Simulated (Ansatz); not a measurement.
CH$_{6}$GeO$_{4}$, singlet, geometry from GFN2-xTB, with bond 12-6 at 2.4 times its length; CASSCF(4,3)/STO-3G in Ansatz (a quantum-chemistry and plane-wave program).

Ansatz was given this input:
Ansatz 0.2 input:
```yaml
crystal:
  periodic: [false, false, false]
  atoms:
    - {symbol: C, position_ang: [2.45217545, -0.49666884, -0.07643182]}
    - {symbol: O, position_ang: [1.39178662, 0.42523674, 0.11330981]}
    - {symbol: Ge, position_ang: [-0.30753584, 0.06533967, 0.00945921]}
    - {symbol: O, position_ang: [-0.96270025, -0.80854969, 1.34635662]}
    - {symbol: O, position_ang: [-1.08660272, 1.59885380, -0.03017887]}
    - {symbol: O, position_ang: [-0.59030639, -0.89662975, -1.39240803]}
    - {symbol: H, position_ang: [2.35028969, -1.02881569, -1.02236603]}
    - {symbol: H, position_ang: [2.49237155, -1.22225359, 0.73761253]}
    - {symbol: H, position_ang: [3.36990618, 0.09217989, -0.08500675]}
    - {symbol: H, position_ang: [-1.08082767, -0.30384533, 2.14922089]}
    - {symbol: H, position_ang: [-0.66379146, 2.26619619, -0.56764595]}
    - {symbol: H, position_ang: [-2.43102378, -2.26217369, -1.29675932]}
basis:
  gaussian:
    orbitals: STO-3G
hamiltonian:
  xc: hf
magnetization: {spin_polarized: false}
correlation: {active_space: {window: {electrons: 4, orbitals: 3}}}
```

Question: Write the output that Ansatz gives for this input, abridged.

Answer: 
```
Functional definition: HF
632 factors; integrals over basis functions are off by at most 4.3e-5 eV
mean field evaluation 1: about -64962.4763 eV, gradient 4.1e1 eV
mean field evaluation 2: about -64962.6588 eV, gradient 4.1e1 eV
mean field evaluation 4: about -64972.9891 eV, gradient 7.1e0 eV
mean field evaluation 8: about -64973.2442 eV, gradient 1.2e-1 eV
mean field -64973.23542340 eV, -2387.7223613692 hartree, gradient 2.0e-6 eV, S^2 0.000000; 0 other end points of the search recorded, 0 dependent functions left out
reference -64973.23542340 eV, -2387.7223613692 hartree; 38, 38 occupied and 11, 11 virtual orbitals, 632 factors
state -64979.16794016 eV, -2387.9403773390 hartree
Total energy: -64979.16794016 eV, -2387.9403773390 hartree
```
